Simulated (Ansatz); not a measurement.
C$_{3}$H$_{9}$GaSSiSn (`C#C[S][SnH]([GaH2])[CH2][SiH3]`). Total charge 0; spin multiplicity 1. Sn takes the def2 core potential.

```xyz
16

C     2.285   -3.258   -0.650
C     2.410   -2.225   -0.038
S     2.618   -0.786    0.797
Sn    0.234   -0.331    1.129
Ga   -0.203    2.206    1.683
C    -0.568   -0.342   -0.897
Si   -1.593    1.190   -1.024
H     2.184   -4.173   -1.182
H    -0.358   -1.682    1.994
H    -1.540    2.612    2.395
H     0.956    3.225    1.414
H    -1.145   -1.246   -1.097
H     0.295   -0.322   -1.566
H    -1.787    1.781   -2.373
H    -0.885    2.308   -0.247
H    -2.902    1.041   -0.341
```

Problem. What are the harmonic wavenumbers in cm⁻¹ at PBE0-D4/def2-TZVP (Ansatz, finite differences of forces, unscaled)? (An estimate is asked.)

Solution. Computed: 21, 35, 48, 94, 106, 127, 152, 207, 256, 306, 355, 377, 382, 420, 443, 500, 513, 551, 567, 572, 667, 674, 711, 729, 737, 758, 902, 937, 948, 976, 1019, 1383, 1917, 1960, 1968, 1979, 2148, 2225, 2244, 3090, 3157, 3484.

Problem. Is this a minimum?

Solution. Yes, all 42 modes are real.

Problem. Give the ideal-gas thermochemistry at 298.15 K and 1 bar (rigid rotor, harmonic oscillator; point group C1, symmetry number 1).

Solution. Zero-point energy 243.1 kJ/mol; H(298) − E = 280.0 kJ/mol; entropy 498.7 J/(mol·K), of which translation 179.7, rotation 131.9, vibration 187.2; G(298) − E = 131.3 kJ/mol. Modes under 100 cm⁻¹ are hindered rotations or soft bends, so the harmonic entropy is rough.

Problem. Rotational constants (cm⁻¹)?

Solution. 0.04093, 0.01693, 0.01358.
